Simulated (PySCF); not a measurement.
PySCF 2.14 output of an unrestricted TPSS calculation on a single atom or ion in x2c-SVPall, with the spin-free X2C one-electron Hamiltonian (Gaussian nucleus):

```
SCF conv_tol = 1e-09
number electrons alpha = 10  beta = 10
    J. Tao, J. P. Perdew, V. N. Staroverov, and G. E. Scuseria.,  Phys. Rev. Lett. 91, 146401 (2003)
    J. P. Perdew, J. Tao, V. N. Staroverov, and G. E. Scuseria.,  J. Chem. Phys. 120, 6898 (2004)
    J. Tao, J. P. Perdew, V. N. Staroverov, and G. E. Scuseria.,  Phys. Rev. Lett. 91, 146401 (2003)
    J. P. Perdew, J. Tao, V. N. Staroverov, and G. E. Scuseria.,  J. Chem. Phys. 120, 6898 (2004)
cycle= 1 E= -680.356490527911  delta_E= -0.000948  |g|= 0.00341  |ddm|= 0.328
cycle= 2 E= -680.356502814412  delta_E= -1.23e-05  |g|= 0.000766  |ddm|= 0.0306
cycle= 3 E= -680.356503466188  delta_E= -6.52e-07  |g|= 2.15e-06  |ddm|= 0.00587
cycle= 4 E= -680.356503466192  delta_E= -4.21e-12  |g|= 4.92e-08  |ddm|= 1.04e-05
converged SCF energy = -680.356503466192  <S^2> = 1.0658141e-14  2S+1 = 1
```

The run itself started from symmetry-adapted Hartree-Fock orbitals and held the occupation by maximum overlap, on a logarithmic radial grid, so the iterations belong to that start.

Task: Which element, charge and spin multiplicity is this?

Result: Ca (calcium, neutral), multiplicity 1; the state was [Ar] 4s2, closed-shell 1S.
